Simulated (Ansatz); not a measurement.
AlF₃. The state is a singlet with charge 0. Geometry relaxed at PBE-D4/def2-TZVP.

```xyz
4

Al    0.000    0.000    0.000
F     1.332   -0.244   -0.937
F    -0.826   -1.288    0.608
F    -0.506    1.533    0.329
```

(1) Estimate the harmonic wavenumbers at RKS PBE-D4/def2-TZVP (Ansatz, unscaled). Is this a minimum?

Answers

(1) 237, 237, 284, 665, 922, 922 cm⁻¹. Yes, no mode is imaginary beyond noise. Zero-point energy 19.5 kJ/mol. Hardware: 2 threads of AMD EPYC 7R43 on a shared host. Wall time 18 s.
